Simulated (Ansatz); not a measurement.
Reaction (redistribution): `FB1OCO1` + `C[CH2][InH2]` → `B1OCO1` + `C[CH](F)[InH2]`

Isolated molecules relaxed with PBE0-D4/def2-TZVP in Ansatz; ΔE leaves out vibrations. CCSD(T)/CBS is the MP2 limit (def2-TZVPP, def2-QZVPP) plus CCSD(T) − MP2 in def2-TZVPP, frozen cores. DFT in def2-TZVPP. B3LYP here is the variant with VWN-RPA as its local correlation; programs differ in this. HSE06 is defined as in plane-wave codes. Elements past krypton have def2 core potentials. For In outer-core shells are correlated without core-valence functions, which leaves a few kJ/mol of doubt a bond.

`FB1OCO1`:

```xyz
7

F     0.122   -2.028   -1.168
B     0.054   -0.899   -0.517
O     0.906    0.184   -0.522
C    -0.043    0.713    0.410
O    -0.890   -0.440    0.374
H    -0.545    1.602    0.025
H     0.395    0.868    1.397
```

`C[CH2][InH2]`:

Cartesian coordinates in Å:
```
C -1.093 0.662 0.518
C -0.451 -0.469 -0.271
In 1.710 -0.405 -0.399
H -2.185 0.571 0.546
H -0.863 1.641 0.088
H -0.746 0.685 1.554
H -0.827 -0.494 -1.300
H -0.712 -1.444 0.155
H 2.585 -1.625 -1.264
H 2.582 0.879 0.373
```

`B1OCO1`:

Cartesian coordinates in Å:
```
B 0.766 -0.495 -0.551
O -0.565 -0.814 -0.368
C -0.581 0.375 0.418
O 0.798 0.664 0.200
H 1.619 -1.045 -1.164
H -0.801 0.174 1.468
H -1.236 1.141 -0.003
```

`C[CH](F)[InH2]`:

Z-matrix (Å, degrees):
```
C
C 1 1.503
H 1 1.095 2 111.0
H 1 1.092 2 111.9 3 -121.1
H 1 1.094 2 109.8 3 119.2
F 2 1.414 1 108.7 3 56.9
In 2 2.197 1 116.7 3 171.8
H 2 1.094 1 110.5 3 -58.9
H 7 1.726 2 121.1 1 146.8
H 7 1.729 2 117.1 1 -36.9
```

| level | ΔE (kJ/mol) | difference from CCSD(T)/CBS |
| --- | --- | --- |
| LDA (SPW92) | 216.6 | -6.9 |
| PBE-D4 | 210.1 | -13.4 |
| revPBE-D4 | 208.6 | -14.9 |
| BLYP-D4 | 205.9 | -17.6 |
| B97M-V | 226.6 | 3.1 |
| PBE0-D4 | 220.6 | -2.9 |
| B3LYP-D4 | 215.1 | -8.4 |
| r2SCANh-D4 | 223.8 | 0.3 |
| HSE06-D4 | 220.7 | -2.8 |
| BHLYP-D4 | 224.0 | 0.5 |
| CAM-B3LYP-D4 | 216.8 | -6.7 |
| ωB97X-V | 213.7 | -9.8 |
| ωB97M-V | 219.1 | -4.4 |
| B2PLYP | 221.9 | -1.6 |
| PBE-QIDH | 230.9 | 7.4 |
| revPBE | 208.3 | -15.2 |
| BLYP | 205.9 | -17.6 |
| r2SCAN | 220.6 | -2.9 |
| PBE0 | 220.6 | -2.9 |
| B3LYP | 215.1 | -8.4 |
| r2SCANh | 223.8 | 0.3 |
| r2SCAN0 | 228.3 | 4.8 |
| HSE06 | 220.7 | -2.8 |
| BHLYP | 224.2 | 0.7 |
| CAM-B3LYP | 216.8 | -6.7 |
| LC-ωPBE | 219.4 | -4.1 |
| HF/def2-SVP | 232.8 | 9.3 |
| MP2/def2-SVP | 244.9 | 21.4 |
| CCSD(T)/def2-SVP | 233.1 | 9.6 |
| HF/def2-TZVPP | 229.3 | 5.8 |
| MP2/def2-TZVPP | 236.0 | 12.5 |
| SCS-MP2/def2-TZVPP | 228.7 | 5.2 |
| CCSD/def2-TZVPP | 228.1 | 4.6 |
| CCSD(T)/def2-TZVPP | 226.1 | 2.6 |
| HF/def2-QZVPP | 229.6 | 6.1 |
| MP2/def2-QZVPP | 234.6 | 11.1 |
| SCS-MP2/def2-QZVPP | 227.9 | 4.4 |
| HF/CBS(def2) | 229.6 | 6.1 |
| MP2/CBS(def2) | 233.4 | 9.9 |
| CCSD/CBS(def2) | 225.5 | 2.0 |
| CCSD(T)/CBS | 223.5 | 0 |

Largest T1 diagnostic among the species: 0.015.

From BLYP to BHLYP (50 % exact exchange), in def2-TZVPP and without D4, ΔE moves by +18.3 kJ/mol. At CCSD(T), def2-SVP lies +9.6 kJ/mol from the extrapolated value and def2-TZVPP +2.6 kJ/mol. Leaving LDA and LC-ωPBE aside and taking each functional with its dispersion term where it has one, the values spread over 25.0 kJ/mol, from BLYP-D4 to PBE-QIDH. LDA lies +6.5 kJ/mol from PBE without D4.
